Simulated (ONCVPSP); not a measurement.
Logarithmic derivatives: germanium, ONCV

ONCVPSP 4.0.1 input, shortened (lines: element, Z, core and valence counts, functional; n l f; lmax; l rc ep ncon nbas qcut; lloc lpopt rc5 dvloc0; l nproj debl; icmod fcfact rcfact), revPBE, scalar-relativistic:

```
  Ge 32.00    5    3  -102130      upf
    1    0    2.00
    2    0    2.00
    2    1    6.00
    3    0    2.00
    3    1    6.00
    3    2   10.00
    4    0    2.00
    4    1    1.00
    2
    0    1.80    0.00    5    9    4.30
    1    1.85    0.00    4    7    4.90
    2    1.15    0.00    4    8   12.10
    4    5    1.15    0.00
    0    1    2.30
    1    1    2.40
    2    2    1.20
    3    4.75    1.00
```

In the d channel the program set the typed energies aside and used -1.406, 0.250 Ha.

The phase is arctan(r·R′/R) of the radial function R(r), unwrapped; energies in Ha, scanned from -3 to 5 Ha. A pole is an energy at which the radial function vanishes at the test radius. The pseudo phase is shifted by a multiple of π to meet the all-electron one at the reference energy, and phase errors are pseudo minus all-electron; the curves can meet again beyond the range given. Levels narrower than the energy grid can be missing from the lists of poles.

Task: For each channel, where are the poles, and over which energies does the pseudopotential scatter like the atom?

Result:

```csv
channel,radius (bohr),reference energy (Ha),"poles, all-electron","poles, pseudo",unbroken range about the reference energy with phases within 0.05 rad,phase error 1 Ha above the reference energy (rad)
s,1.83,-0.73,1.32,"-1.52, 1.33",-1.3 to 3.3,+0.003
p,1.87,-0.41,1.96,"1.29, 3.65",below 1.0,-0.026
d,1.17,-1.41,-0.59,-0.59,the whole range,+0.000
```

Note: ghosts flagged at negative energy: s at -41.6 eV; no localised positive-energy state flagged. A true bound ghost makes a file unfit for plane-wave use.

Phases in the d channel:

```json
{"E (Ha)": "-2.98", "all-electron": "0.705", "pseudo": "0.705"}
{"E (Ha)": "-2.54", "all-electron": "0.344", "pseudo": "0.344"}
{"E (Ha)": "-2.10", "all-electron": "-0.322", "pseudo": "-0.322"}
{"E (Ha)": "-1.66", "all-electron": "-0.973", "pseudo": "-0.973"}
{"E (Ha)": "-1.22", "all-electron": "-1.323", "pseudo": "-1.323"}
{"E (Ha)": "-0.78", "all-electron": "-1.512", "pseudo": "-1.512"}
{"E (Ha)": "-0.34", "all-electron": "-1.635", "pseudo": "-1.635"}
{"E (Ha)": "0.10", "all-electron": "-1.728", "pseudo": "-1.728"}
{"E (Ha)": "0.54", "all-electron": "-1.811", "pseudo": "-1.811"}
{"E (Ha)": "0.98", "all-electron": "-1.895", "pseudo": "-1.895"}
{"E (Ha)": "1.42", "all-electron": "-1.988", "pseudo": "-1.988"}
{"E (Ha)": "1.86", "all-electron": "-2.102", "pseudo": "-2.101"}
{"E (Ha)": "2.30", "all-electron": "-2.253", "pseudo": "-2.252"}
{"E (Ha)": "2.74", "all-electron": "-2.465", "pseudo": "-2.462"}
{"E (Ha)": "3.18", "all-electron": "-2.766", "pseudo": "-2.758"}
{"E (Ha)": "3.62", "all-electron": "-3.150", "pseudo": "-3.137"}
{"E (Ha)": "4.06", "all-electron": "-3.537", "pseudo": "-3.520"}
{"E (Ha)": "4.50", "all-electron": "-3.840", "pseudo": "-3.824"}
{"E (Ha)": "4.94", "all-electron": "-4.051", "pseudo": "-4.036"}
```
